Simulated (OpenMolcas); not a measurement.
**Ni7+, Pd7+, Pt7+: d3 down the group**

```json
{"Program": "OpenMolcas 26.06", "Method": "SS-CASPT2, IPEA 0.25 Eh, imaginary shift 0.1 Eh", "Basis": "ANO-RCC-VTZP", "Scalar Hamiltonian": "DKH2, point nucleus", "Spin-orbit coupling": "RASSI with atomic mean-field integrals over the reference wave functions, term energies averaged over their components"}
```

Active space for each ion: 3 electrons in 5 orbitals (d); closed shells correlated by CASPT2: Ni7+ 3s 3p; Pd7+ 4s 4p; Pt7+ 5s 5p.

Computed levels in cm-1 above 4F 3/2:

| Level | Ni7+ | Pd7+ | Pt7+ |
| --- | --- | --- | --- |
| 4F 5/2 | 989 | 2480 | 10420 |
| 4F 7/2 | 2290 | 5310 | 17530 |
| 4P 1/2 | 24300 | 17070 | 23090 |
| 4P 5/2 | 25830 | 20640 | 34330 |
| 2G 7/2 | 26520 | 20370 | 32570 |
| 2G 9/2 | 27740 | 21610 | 53160 |
| 2P 1/2 | 35960 | 26990 | 41700 |
| 2H 9/2 | 36490 | 29200 | 34310 |
| 2H 11/2 | 37310 | 28950 | 44370 |
| weight of 4F in the lowest level (%) | 100 | 96 | 76 |

Mixed levels, with the weight of the term that names them: Pd7+ 2G 9/2 (59 %), Pd7+ 2H 9/2 (64 %), Pt7+ 4P 1/2 (70 %), Pt7+ 2G 7/2 (74 %), Pt7+ 2G 9/2 (58 %), Pt7+ 2P 1/2 (70 %), Pt7+ 2H 9/2 (54 %).

Measured, with the error of the calculation in %. Measured levels: Ni7+ from Corliss and Sugar, J. Phys. Chem. Ref. Data 10, 197 (1981).

| Level | Ni7+ |
| --- | --- |
| 4F 5/2 | 1012 (-2.3) |
| 4F 7/2 | 2184 (+5.0) |
| 4P 1/2 | 23261 (+4.4) |
| 4P 5/2 | 24669 (+4.7) |

The fine-structure level 4F 7/2 changes by a factor of 7.66 from Ni7+ to Pt7+.

Without spin-orbit coupling 4P lies 23030, 14330, 13240 cm-1 above 4F in that order; the difference to the level 4P 1/2, of either sign, comes from spin-orbit coupling, which also lowers the zero.

Term energies are means over components that CASPT2 splits; among the terms shown or strongly mixed into the levels shown the widest spread is 880 cm-1 (3d3 2H, Ni7+). The CASPT2 spread within a term exceeds the gap to the next term for 3d3 2P and 3d3 2H, so the order of their levels is uncertain (figures for Ni7+; the like holds for Pd7+, Pt7+). Computed and measured levels are paired by configuration, term and J; levels that our copy of the source lacks, or whose pairing is in doubt (as where it misses far off the trend of its configuration), stay unpaired and out of the deviations. Only configurations of the active space appear.
